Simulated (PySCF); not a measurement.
A PySCF script (with the pyscf-properties extension) for the NMR shieldings of `InChI=1S/C5H12N2Si/c1-6-5-2-3-7(8)4-5/h5H,1-4H2,8H3/t5-/m1/s1`, on a GFN2-xTB geometry:

```python
import basis_set_exchange as bse
import numpy as np
from pyscf import gto, dft
from pyscf.prop import nmr

atoms = """
C     3.270385    0.638212   -0.147291
N     2.078101    0.677821   -0.519863
C     1.113054   -0.222038    0.032739
C     0.384740   -0.979409   -1.097979
C    -1.040257   -0.417793   -1.075523
N    -1.237060   -0.042623    0.301779
Si   -2.754489    0.167709    1.063763
C    -0.012359    0.586434    0.718722
H     3.971065    1.335024   -0.583651
H     3.662829   -0.062312    0.600135
H     1.571940   -0.928710    0.744373
H     0.877030   -0.810636   -2.053933
H     0.378749   -2.047172   -0.884209
H    -1.105989    0.457531   -1.738087
H    -1.790480   -1.145712   -1.383657
H    -2.473739    0.107982    2.498227
H    -3.574931   -0.945015    0.586397
H    -3.449334    1.432893    0.765192
H     0.053636    1.625952    0.364634
H     0.071962    0.582541    1.805194
"""
names = dict.fromkeys(["C", "N", "Si", "H"], "pcSseg-1")
basis = {el: gto.basis.parse(bse.get_basis(n, elements=[el], fmt="nwchem")) for el, n in names.items()}
mol = gto.M(atom=atoms, basis=basis, charge=0, verbose=0)
mf = dft.RKS(mol, xc="PBE0")
mf.grids.level = 2
mf.grids.alignment = dft.numint.BLKSIZE   # the property module wants whole blocks of grid points
mf.conv_tol = 1e-9
mf.kernel()

calc = nmr.RKS(mf)   # GIAO
C = mf.mo_coeff
Co = C[:, mf.mo_occ > 0]
resp = mf.gen_response(singlet=True, hermi=2)
def vind(x):   # induced exchange potential for any number of trial vectors
    d = np.einsum("pi,xij,qj->xpq", C, 2 * x.reshape(-1, C.shape[1], Co.shape[1]), Co, optimize=True)
    return np.einsum("xpq,pi,qj->xij", resp(d - d.transpose(0, 2, 1)), C, Co, optimize=True).ravel()
mo1, _ = nmr.rhf.solve_mo1(calc, with_cphf=vind)
sigma = calc.kernel(mo1)
for i, s in enumerate(sigma):   # ppm
    w = np.linalg.eigvalsh((s + s.T) / 2)
    print("%2d %-2s iso %8.1f  s11 %8.1f  s22 %8.1f  s33 %8.1f" % (i, mol.atom_pure_symbol(i), w.mean(), *w))
```

Problem. What are the results?

Solution. 
```
 0 C  iso     34.1  s11    -63.5  s22     50.0  s33    115.7
 1 N  iso   -153.0  s11   -514.7  s22   -184.3  s33    240.0
 2 C  iso    111.2  s11     91.0  s22     99.6  s33    142.9
 3 C  iso    146.1  s11    114.8  s22    156.1  s33    167.5
 4 C  iso    134.2  s11    103.1  s22    127.9  s33    171.7
 5 N  iso    228.1  s11    171.2  s22    251.6  s33    261.6
 6 Si iso    407.9  s11    368.2  s22    370.1  s33    485.5
 7 C  iso    125.7  s11     92.6  s22    121.8  s33    162.7
 8 H  iso     24.7  s11     22.9  s22     23.9  s33     27.2
 9 H  iso     24.1  s11     20.6  s22     24.2  s33     27.5
10 H  iso     28.1  s11     25.1  s22     27.1  s33     32.2
11 H  iso     30.0  s11     25.9  s22     27.7  s33     36.4
12 H  iso     29.5  s11     24.7  s22     27.9  s33     35.9
13 H  iso     28.5  s11     23.1  s22     27.3  s33     35.1
14 H  iso     28.5  s11     23.6  s22     27.5  s33     34.5
15 H  iso     27.1  s11     23.3  s22     25.6  s33     32.4
16 H  iso     27.1  s11     23.4  s22     25.5  s33     32.3
17 H  iso     27.0  s11     23.2  s22     24.5  s33     33.2
18 H  iso     28.8  s11     23.6  s22     27.8  s33     34.8
19 H  iso     28.4  s11     23.8  s22     27.9  s33     33.3
```

These numbers come from an equivalent density-fitted implementation of the same equations, which agrees with the script to about 0.01 ppm for H and up to a few tenths of a ppm for heavy atoms, so last digits may differ.

Problem. Turn these shieldings into chemical shifts. Referencing at the same level of theory: 13C (186.93 ppm) and 29Si (349.16 ppm) and 1H (31.72 ppm) against TMS; NH3 for 15N (267.73 ppm).

Solution. Averaging equivalent atoms: C 0: 152.9; C 2: 75.8; C 7: 61.2; C 4: 52.7; C 3: 40.8; N 1: 420.7; N 5: 39.6; Si 6: -58.7; H 9: 7.61; H 8: 7.07; H 15/16/17: 4.66; H 10: 3.59; H 19: 3.36; H 13: 3.22; H 14: 3.20; H 18: 2.95; H 12: 2.18; H 11: 1.73 ppm. Experimental scales use liquid or dissolved standards, which lie at an offset from isolated NH3 (liquid NH3: subtract about 20 ppm). Unscaled 15N shifts of sp2 nitrogen come out 20 to 40 ppm too high even then.

Size and cost of the density-fitted run: 203 basis functions, 2 min wall time (96 s CPU) on 1 thread of an AMD EPYC, shared host; peak memory 0.91 GiB.
